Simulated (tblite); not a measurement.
A geometry optimisation, step by step.

C₂H₆Ge₂O₃.
Bonds: O1–C2 (double), C2–O3, O3–C4, C4–O5 (double), C4–Ge6, Ge6–Ge7. Hydrogens: H8 on C2; H9, H10 on Ge6; H11, H12, H13 on Ge7.

Computed with GFN2-xTB (tblite), gas phase: L-BFGS steps from a force-field or distance-geometry start until the largest atomic force falls under 0.01 eV/Å. 9 of its 73 geometries are shown.

Step 0: E = -635.0356 eV, largest atomic force 6.711 eV/Å
```
atom  x, y, z in Å  |  force x, y, z in eV/Å
O1      3.579    0.553    0.242   -3.565   0.232  -4.161
C2      2.714    0.580   -0.696    2.780  -1.060   6.015
O3      1.415    0.129   -0.486    0.377   0.379  -0.431
C4      0.905   -0.368    0.708    4.643  -0.313   3.634
O5      1.639   -0.508    1.739   -2.894   0.646  -3.909
Ge6    -0.929   -0.937    0.801   -1.353  -0.162  -0.152
Ge7    -2.253    0.486   -0.594   -0.144  -0.021   0.047
H8      3.015    0.950   -1.656   -0.685   0.004  -0.656
H9     -1.033   -2.404    0.311    0.196   0.452   0.340
H10    -1.430   -0.842    2.272    0.522  -0.244  -0.564
H11    -3.737    0.025   -0.531    0.629   0.388  -0.179
H12    -2.143    1.942   -0.089   -0.180  -0.492  -0.360
H13    -1.746    0.395   -2.040   -0.327   0.190   0.376
```

Step 9: E = -635.9551 eV, largest atomic force 0.665 eV/Å
```
atom  x, y, z in Å  |  force x, y, z in eV/Å
O1      3.579    0.557    0.231   -0.465   0.016  -0.475
C2      2.718    0.548   -0.588    0.199  -0.040   0.202
O3      1.428    0.122   -0.450    0.133   0.025   0.008
C4      0.980   -0.388    0.749    0.224  -0.002   0.262
O5      1.671   -0.477    1.713   -0.002  -0.068   0.201
Ge6    -0.923   -0.908    0.745   -0.102  -0.122   0.039
Ge7    -2.256    0.483   -0.600   -0.065   0.035  -0.051
H8      2.827    0.889   -1.634    0.002   0.004   0.046
H9     -1.011   -2.359    0.366    0.071  -0.036  -0.051
H10    -1.333   -0.896    2.189    0.095  -0.012   0.048
H11    -3.696    0.091   -0.576   -0.040   0.019  -0.037
H12    -2.183    1.900   -0.148   -0.027   0.120  -0.021
H13    -1.806    0.439   -2.015   -0.022   0.061  -0.173
```

Step 18: E = -636.0015 eV, largest atomic force 0.134 eV/Å
```
atom  x, y, z in Å  |  force x, y, z in eV/Å
O1      3.585    0.574    0.179   -0.078   0.016  -0.091
C2      2.692    0.539   -0.597    0.012  -0.043   0.002
O3      1.426    0.089   -0.387    0.058   0.027  -0.071
C4      1.006   -0.412    0.834    0.085   0.097  -0.038
O5      1.700   -0.490    1.793   -0.009  -0.047   0.096
Ge6    -0.910   -0.912    0.749   -0.039  -0.064   0.043
Ge7    -2.254    0.501   -0.630    0.012  -0.037   0.046
H8      2.754    0.876   -1.651   -0.069  -0.031   0.083
H9     -0.963   -2.368    0.344    0.021   0.080  -0.017
H10    -1.289   -0.925    2.206   -0.066  -0.024  -0.024
H11    -3.702    0.116   -0.607    0.023  -0.020   0.009
H12    -2.205    1.928   -0.186    0.018   0.046   0.004
H13    -1.843    0.485   -2.066    0.031   0.001  -0.042
```

Step 27: E = -636.0141 eV, largest atomic force 0.116 eV/Å
```
atom  x, y, z in Å  |  force x, y, z in eV/Å
O1      3.588    0.588    0.130   -0.024   0.004  -0.086
C2      2.672    0.526   -0.616   -0.065   0.005   0.029
O3      1.421    0.065   -0.354   -0.040   0.047  -0.030
C4      1.014   -0.397    0.888    0.053  -0.038  -0.043
O5      1.718   -0.495    1.837    0.042   0.049   0.044
Ge6    -0.903   -0.889    0.773   -0.057  -0.089   0.023
Ge7    -2.225    0.512   -0.629   -0.003  -0.004   0.016
H8      2.674    0.857   -1.674    0.029  -0.053   0.099
H9     -0.916   -2.323    0.298    0.017   0.040  -0.008
H10    -1.375   -0.978    2.201    0.011   0.000  -0.032
H11    -3.664    0.098   -0.601    0.009   0.019   0.004
H12    -2.187    1.945   -0.203   -0.010   0.037   0.009
H13    -1.819    0.491   -2.067    0.038  -0.016  -0.025
```

Step 36: E = -636.0202 eV, largest atomic force 0.060 eV/Å
```
atom  x, y, z in Å  |  force x, y, z in eV/Å
O1      3.571    0.583    0.101   -0.007   0.001  -0.037
C2      2.638    0.519   -0.623   -0.029   0.009  -0.018
O3      1.389    0.078   -0.333   -0.005  -0.007  -0.021
C4      1.017   -0.391    0.919   -0.011   0.047  -0.012
O5      1.742   -0.458    1.853   -0.029  -0.010   0.051
Ge6    -0.898   -0.899    0.786   -0.033  -0.023  -0.001
Ge7    -2.195    0.525   -0.622   -0.005  -0.014   0.014
H8      2.627    0.825   -1.686    0.025  -0.006   0.021
H9     -0.887   -2.313    0.255    0.000   0.026   0.023
H10    -1.419   -1.019    2.194    0.038  -0.035  -0.010
H11    -3.635    0.108   -0.595    0.020   0.014  -0.019
H12    -2.182    1.965   -0.209    0.030  -0.015  -0.010
H13    -1.772    0.477   -2.057    0.007   0.013   0.019
```

Step 45: E = -636.0274 eV, largest atomic force 0.095 eV/Å
```
atom  x, y, z in Å  |  force x, y, z in eV/Å
O1      3.536    0.570    0.055    0.025  -0.018   0.000
C2      2.587    0.509   -0.647   -0.034   0.057  -0.003
O3      1.334    0.111   -0.313    0.024  -0.060  -0.047
C4      0.981   -0.353    0.949    0.032   0.083  -0.032
O5      1.704   -0.374    1.888    0.046   0.005   0.034
Ge6    -0.906   -0.924    0.808   -0.053  -0.042  -0.005
Ge7    -2.152    0.532   -0.600   -0.046   0.009  -0.027
H8      2.570    0.778   -1.721   -0.033  -0.025   0.058
H9     -0.848   -2.308    0.214    0.005  -0.010  -0.010
H10    -1.415   -1.134    2.206   -0.004   0.004   0.026
H11    -3.599    0.148   -0.624   -0.005   0.011  -0.017
H12    -2.118    1.978   -0.215    0.033  -0.005   0.041
H13    -1.679    0.469   -2.018    0.009  -0.009  -0.017
```

Step 54: E = -636.0322 eV, largest atomic force 0.083 eV/Å
```
atom  x, y, z in Å  |  force x, y, z in eV/Å
O1      3.517    0.563    0.031    0.000  -0.024   0.030
C2      2.558    0.499   -0.657   -0.043   0.052  -0.048
O3      1.309    0.099   -0.315    0.017  -0.019  -0.031
C4      0.958   -0.323    0.963    0.050  -0.003  -0.057
O5      1.685   -0.295    1.898   -0.022   0.003   0.079
Ge6    -0.918   -0.944    0.821    0.014  -0.050   0.000
Ge7    -2.139    0.529   -0.596   -0.014   0.000   0.001
H8      2.527    0.764   -1.730   -0.013  -0.012   0.009
H9     -0.821   -2.314    0.194    0.011   0.019   0.019
H10    -1.408   -1.194    2.221   -0.022   0.016  -0.009
H11    -3.599    0.192   -0.666    0.029   0.021   0.004
H12    -2.050    1.965   -0.180   -0.003  -0.010   0.004
H13    -1.625    0.459   -2.000   -0.004   0.008  -0.001
```

Step 63: E = -636.0353 eV, largest atomic force 0.045 eV/Å
```
atom  x, y, z in Å  |  force x, y, z in eV/Å
O1      3.497    0.562    0.003    0.005   0.010   0.005
C2      2.529    0.493   -0.674   -0.018  -0.019  -0.008
O3      1.296    0.061   -0.317   -0.023   0.009  -0.016
C4      0.944   -0.315    0.977    0.043   0.011   0.005
O5      1.650   -0.208    1.923   -0.021   0.002  -0.009
Ge6    -0.916   -0.978    0.822    0.010   0.031  -0.025
Ge7    -2.110    0.526   -0.588   -0.005   0.001  -0.002
H8      2.476    0.766   -1.745    0.004  -0.004   0.026
H9     -0.780   -2.337    0.190   -0.012  -0.028  -0.006
H10    -1.440   -1.227    2.208   -0.006  -0.006   0.029
H11    -3.577    0.236   -0.680    0.024  -0.002   0.006
H12    -1.994    1.954   -0.148    0.008  -0.017   0.000
H13    -1.580    0.467   -1.987   -0.010   0.012  -0.007
```

Step 72: E = -636.0361 eV, largest atomic force 0.007 eV/Å
```
atom  x, y, z in Å  |  force x, y, z in eV/Å
O1      3.493    0.564    0.009    0.005   0.003   0.004
C2      2.529    0.494   -0.673   -0.002   0.002  -0.003
O3      1.296    0.057   -0.325   -0.002   0.002   0.001
C4      0.942   -0.315    0.969    0.001  -0.002   0.002
O5      1.640   -0.190    1.919   -0.003  -0.002   0.000
Ge6    -0.915   -0.987    0.817   -0.003   0.002  -0.004
Ge7    -2.104    0.522   -0.592    0.001  -0.001   0.004
H8      2.483    0.771   -1.742   -0.001  -0.004  -0.002
H9     -0.793   -2.356    0.202    0.001   0.000  -0.002
H10    -1.438   -1.219    2.208    0.001   0.003  -0.001
H11    -3.571    0.235   -0.673    0.001   0.001   0.000
H12    -1.980    1.944   -0.138    0.002   0.000   0.004
H13    -1.588    0.482   -1.996   -0.001  -0.004  -0.002
```

Q: Summarise the path.

A: The energy falls by 96.53 kJ/mol from step 0 to step 72; nine tenths of that is first reached at step 8. It falls at every step. The largest force goes from 6.711 to 0.007 eV/Å. Among the bonds O1=C2 changes most, from 1.276 to 1.183 Å; the atoms move by 0.288 Å rms after alignment.

Q: Follow the three bonds and two angles with the largest change from start to end.

A: 
| step | E above end (kJ/mol) | largest force (eV/Å) | O1=C2 (Å) | C4=O5 (Å) | Ge7–H11 (Å) | O3–C4–Ge6 (°) | O3–C2–H8 (°) |
| --- | --- | --- | --- | --- | --- | --- | --- |
| 0 | 96.53 | 6.711 | 1.276 | 1.274 | 1.555 | 119.9 | 120.6 |
| 3 | 25.96 | 0.931 | 1.189 | 1.196 | 1.528 | 117.0 | 114.8 |
| 6 | 11.96 | 0.546 | 1.177 | 1.189 | 1.479 | 115.6 | 108.4 |
| 9 | 7.82 | 0.665 | 1.189 | 1.189 | 1.492 | 114.2 | 106.6 |
| 13 | 4.51 | 0.352 | 1.179 | 1.187 | 1.503 | 110.8 | 107.4 |
| 16 | 3.71 | 0.154 | 1.184 | 1.187 | 1.497 | 110.0 | 107.7 |
| 19 | 3.14 | 0.130 | 1.183 | 1.186 | 1.499 | 110.4 | 107.2 |
| 22 | 2.85 | 0.087 | 1.182 | 1.188 | 1.498 | 110.1 | 106.8 |
| 25 | 2.44 | 0.138 | 1.183 | 1.187 | 1.497 | 109.2 | 106.5 |
| 28 | 1.99 | 0.119 | 1.183 | 1.185 | 1.498 | 107.8 | 106.9 |
| 31 | 1.82 | 0.062 | 1.183 | 1.186 | 1.498 | 107.0 | 107.0 |
| 34 | 1.64 | 0.076 | 1.183 | 1.186 | 1.499 | 106.6 | 106.7 |
| 38 | 1.44 | 0.075 | 1.183 | 1.185 | 1.497 | 106.3 | 106.8 |
| 41 | 1.22 | 0.089 | 1.183 | 1.186 | 1.494 | 105.9 | 107.2 |
| 44 | 0.94 | 0.093 | 1.183 | 1.185 | 1.496 | 105.8 | 107.3 |
| 47 | 0.69 | 0.059 | 1.183 | 1.185 | 1.498 | 106.0 | 106.9 |
| 50 | 0.57 | 0.063 | 1.183 | 1.186 | 1.497 | 105.7 | 106.7 |
| 53 | 0.44 | 0.072 | 1.183 | 1.185 | 1.499 | 105.6 | 106.8 |
| 56 | 0.27 | 0.071 | 1.183 | 1.185 | 1.499 | 105.4 | 107.0 |
| 59 | 0.22 | 0.044 | 1.183 | 1.186 | 1.497 | 105.2 | 107.0 |
| 63 | 0.08 | 0.045 | 1.183 | 1.186 | 1.499 | 104.8 | 106.9 |
| 66 | 0.04 | 0.019 | 1.183 | 1.186 | 1.498 | 105.0 | 106.9 |
| 69 | 0.02 | 0.032 | 1.183 | 1.186 | 1.496 | 105.0 | 106.9 |
| 72 | 0.00 | 0.007 | 1.183 | 1.185 | 1.498 | 104.9 | 106.9 |

The cost below is that of the whole relaxation. Hardware: Arm Neoverse V2, one thread, no GPU, on a shared host. Cost: 0.38 s wall.
